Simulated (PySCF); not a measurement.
CH5FO2Si2, SMILES F[Si@H]1OC[SiH2]O1.

The structure is a stationary point at B3LYP-D3(BJ)/def2-SVP. The structure was generated by enumeration; whether it is a known compound was not checked. Other conformers were not sampled.

All values below come from TDA-LC-ωPBE/def2-SVPD (PySCF 2.14.0).

Vertical excitations. Isolated molecule, no solvent.

```tsv
state	energy (eV)	λ (nm)	f	main pairs
S1	7.46	166	0.019	HOMO→LUMO 80 %
S2	7.75	160	0.002	HOMO−1→LUMO 70 %, HOMO−2→LUMO 15 %
S3	8.35	148	0.007	HOMO−2→LUMO 39 %, HOMO→LUMO+1 15 %, HOMO−1→LUMO+1 7 %, HOMO−1→LUMO 6 %
S4	8.58	145	0.033	HOMO→LUMO+1 56 %, HOMO−2→LUMO 9 %
S5	8.83	140	0.005	HOMO−1→LUMO+1 52 %
S6	9.15	135	0.014	HOMO→LUMO+4 29 %, HOMO→LUMO+3 17 %, HOMO−3→LUMO 8 %, HOMO→LUMO+2 7 %
S7	9.31	133	0.025	HOMO→LUMO+7 17 %, HOMO→LUMO+3 15 %, HOMO−2→LUMO+2 12 %, HOMO−1→LUMO+1 11 %
S8	9.38	132	0.016	HOMO−3→LUMO 32 %, HOMO−1→LUMO+4 15 %, HOMO−1→LUMO+3 14 %
S9	9.46	131	0.168	HOMO−2→LUMO+1 42 %, HOMO→LUMO+2 11 %, HOMO→LUMO+7 10 %, HOMO−1→LUMO+2 9 %
S10	9.60	129	0.005	HOMO−3→LUMO 22 %, HOMO−1→LUMO+3 18 %, HOMO→LUMO+4 14 %
T1	6.86	181	0	HOMO→LUMO 71 %
T2	7.22	172	0	HOMO−1→LUMO 54 %, HOMO−2→LUMO 22 %
T3	7.83	158	0	HOMO−2→LUMO 33 %, HOMO−1→LUMO 10 %, HOMO−1→LUMO+4 7 %, HOMO→LUMO+1 7 %
T4	8.10	153	0	HOMO→LUMO+1 45 %, HOMO→LUMO+2 16 %
```
Triplets are in the Tamm–Dancoff approximation.
